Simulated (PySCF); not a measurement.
Cl₄V, doublet, geometry from GFN2-xTB (such geometries of metal compounds can be far from the true shape); PySCF with R2SCAN/cc-pVDZ.

The PySCF input:
```python
from pyscf import gto, scf, dft

mol = gto.M(
    atom='''
V     0.00000000    0.00000000    0.00000000
Cl    1.68640898   -0.39049992   -1.07430154
Cl    0.63181644    0.30687967    1.91238648
Cl   -0.90946576    1.55036739   -0.95907361
Cl   -1.40875965   -1.46674714    0.12098867
''',
    basis='cc-pvdz',
    spin=1,
    verbose=4,
)

mf = dft.UKS(mol)
mf.xc = 'r2scan'
mf.kernel()
```

Predict the main parts of the log of this PySCF run.


```
PySCF version 2.14.0

[INPUT] verbose = 4
[INPUT] num. atoms = 5
[INPUT] num. electrons = 91
[INPUT] charge = 0
[INPUT] spin (= nelec alpha-beta = 2S) = 1
[INPUT] symmetry False subgroup None
[INPUT] Mole.unit = angstrom
[INPUT] Symbol           X                Y                Z      unit          X                Y                Z       unit  Magmom
[INPUT]  1 V      0.000000000000   0.000000000000   0.000000000000 AA    0.000000000000   0.000000000000   0.000000000000 Bohr   0.0
[INPUT]  2 Cl     1.686408980000  -0.390499920000  -1.074301540000 AA    3.186851106207  -0.737937900465  -2.030135685798 Bohr   0.0
[INPUT]  3 Cl     0.631816440000   0.306879670000   1.912386480000 AA    1.193960032598   0.579918529497   3.613886691521 Bohr   0.0
[INPUT]  4 Cl    -0.909465760000   1.550367390000  -0.959073610000 AA   -1.718641206069   2.929769759557  -1.812386456198 Bohr   0.0
[INPUT]  5 Cl    -1.408759650000  -1.466747140000   0.120988670000 AA   -2.662169913838  -2.771750388589   0.228635450475 Bohr   0.0

nuclear repulsion = 682.542124703698
number of shells = 27
number of NR pGTOs = 286
number of NR cGTOs = 115
basis = cc-pvdz
ecp = {}

******** <class 'pyscf.dft.uks.UKS'> ********
method = UKS
initial guess = minao
damping factor = 0
level_shift factor = 0
DIIS = <class 'pyscf.scf.diis.CDIIS'>
diis_start_cycle = 1
diis_space = 8
diis_damp = 0
SCF conv_tol = 1e-09
SCF conv_tol_grad = None
SCF max_cycles = 50
direct_scf = True
direct_scf_tol = 1e-13
number electrons alpha = 46  beta = 45
XC library pyscf.dft.libxc version 7.1.2
    S. Lehtola, C. Steigemann, M. J. T. Oliveira, and M. A. L. Marques,  SoftwareX 7, 1–5 (2018)
XC functionals = r2scan
    J. W. Furness, A. D. Kaplan, J. Ning, J. P. Perdew, and J. Sun,  J. Phys. Chem. Lett. 11, 8208–8215 (2020)
    J. W. Furness, A. D. Kaplan, J. Ning, J. P. Perdew, and J. Sun,  J. Phys. Chem. Lett. 11, 9248–9248 (2020)
    J. W. Furness, A. D. Kaplan, J. Ning, J. P. Perdew, and J. Sun,  J. Phys. Chem. Lett. 11, 8208–8215 (2020)
    J. W. Furness, A. D. Kaplan, J. Ning, J. P. Perdew, and J. Sun,  J. Phys. Chem. Lett. 11, 9248–9248 (2020)
radial grids:
    Treutler-Ahlrichs [JCP 102, 346 (1995); DOI:10.1063/1.469408] (M4) radial grids

becke partition: Becke, JCP 88, 2547 (1988); DOI:10.1063/1.454033
pruning grids: <function nwchem_prune>
grids dens level: 3
symmetrized grids: False
atomic radii adjust function: <function treutler_atomic_radii_adjust>
small_rho_cutoff = 0
Set gradient conv threshold to 3.16228e-05
tot grids = 96424
init E= -2785.52280107019

cycle= 1 E= -2784.65439314354  delta_E= 0.868  |g|= 0.789  |ddm|= 3.16

cycle= 2 E= -2782.10594367317  delta_E= 2.55  |g|= 1.85  |ddm|= 5.65
cycle= 3 E= -2784.34668712004  delta_E= -2.24  |g|= 1.27  |ddm|= 5.67
cycle= 4 E= -2784.385371169  delta_E= -0.0387  |g|= 1.23  |ddm|= 0.419
cycle= 5 E= -2784.90086443274  delta_E= -0.515  |g|= 0.138  |ddm|= 0.825
cycle= 6 E= -2784.90888605866  delta_E= -0.00802  |g|= 0.0564  |ddm|= 0.347
cycle= 7 E= -2784.91031069962  delta_E= -0.00142  |g|= 0.003  |ddm|= 0.128
cycle= 8 E= -2784.91032242732  delta_E= -1.17e-05  |g|= 0.00364  |ddm|= 0.0118
cycle= 9 E= -2784.91033182327  delta_E= -9.4e-06  |g|= 0.00159  |ddm|= 0.00628
cycle= 10 E= -2784.91033451845  delta_E= -2.7e-06  |g|= 0.000339  |ddm|= 0.00401
cycle= 11 E= -2784.91033452317  delta_E= -4.71e-09  |g|= 0.000402  |ddm|= 0.00115
cycle= 12 E= -2784.91033464166  delta_E= -1.18e-07  |g|= 9.38e-05  |ddm|= 0.000644
cycle= 13 E= -2784.91033465053  delta_E= -8.86e-09  |g|= 4.18e-05  |ddm|= 0.000395
cycle= 14 E= -2784.91033465791  delta_E= -7.38e-09  |g|= 4.1e-05  |ddm|= 0.000518
cycle= 15 E= -2784.91033466408  delta_E= -6.17e-09  |g|= 4.06e-05  |ddm|= 0.000437
cycle= 16 E= -2784.91033469528  delta_E= -3.12e-08  |g|= 3.98e-05  |ddm|= 0.00224
cycle= 17 E= -2784.9103348143  delta_E= -1.19e-07  |g|= 3.92e-05  |ddm|= 0.00908
cycle= 18 E= -2784.91033495533  delta_E= -1.41e-07  |g|= 3.93e-05  |ddm|= 0.0122
cycle= 19 E= -2784.91033497825  delta_E= -2.29e-08  |g|= 3.38e-05  |ddm|= 0.00217
cycle= 20 E= -2784.91033519431  delta_E= -2.16e-07  |g|= 5.71e-05  |ddm|= 0.0288
cycle= 21 E= -2784.91033514026  delta_E= 5.41e-08  |g|= 5.74e-05  |ddm|= 0.00965
cycle= 22 E= -2784.91033513953  delta_E= 7.27e-10  |g|= 5.24e-05  |ddm|= 0.000164
cycle= 23 E= -2784.91033520798  delta_E= -6.85e-08  |g|= 7.92e-05  |ddm|= 0.0137
cycle= 24 E= -2784.91033520515  delta_E= 2.83e-09  |g|= 6.97e-05  |ddm|= 0.00101
cycle= 25 E= -2784.91033523147  delta_E= -2.63e-08  |g|= 7.33e-05  |ddm|= 0.0138
cycle= 26 E= -2784.91033523054  delta_E= 9.21e-10  |g|= 1.3e-05  |ddm|= 0.0055
Extra cycle  E= -2784.91033523071  delta_E= -1.61e-10  |g|= 1.04e-05  |ddm|= 8.04e-05
converged SCF energy = -2784.91033523071  <S^2> = 0.75941622  2S+1 = 2.0093942
```
